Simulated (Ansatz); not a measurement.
Hg₄O₅. Charge 0, multiplicity 1. Geometry B3LYP-D4/def2-SVP, basis def2-TZVP, Ansatz.

```xyz
9

Hg   -0.785    1.281    0.976
Hg    1.594   -0.597    0.815
Hg   -0.870   -0.220   -1.664
Hg   -2.312    3.454    2.838
O     2.105   -1.854   -0.736
O    -1.972    1.184   -0.695
O     0.931   -2.396   -1.293
O     0.828    0.752    2.125
O     0.482   -1.605   -2.367
```

```csv
run,HOMO (eV),LUMO (eV)
A,-6.00,-3.76
B,-6.60,-3.38
C,-6.09,-3.59
D,-9.20,-1.07
E,-6.18,-3.67
F,-7.09,-2.97
```

In the def2 sets Hg takes a core potential; there is no spin–orbit coupling. The structure holds 2 bonds between oxygen atoms, so isomers without such links may lie far lower. The structure comes from a short search, and lower isomers may exist.

Problem. The runs used B97M-V, PBE, PBE0, r2SCAN, r2SCANh, ωB97X-V. Estimate which is which.

Solution. A PBE (0 % exact exchange); B r2SCANh (10 % exact exchange); C B97M-V (0 % exact exchange); D ωB97X-V (range-separated); E r2SCAN (0 % exact exchange); F PBE0 (25 % exact exchange). Exact exchange lowers occupied and raises empty levels; among semilocal functionals meta-GGAs tend to open the gap a little, and such runs are hard to tell apart. The gap grows from 2.24 eV (PBE) to 8.12 eV (ωB97X-V).
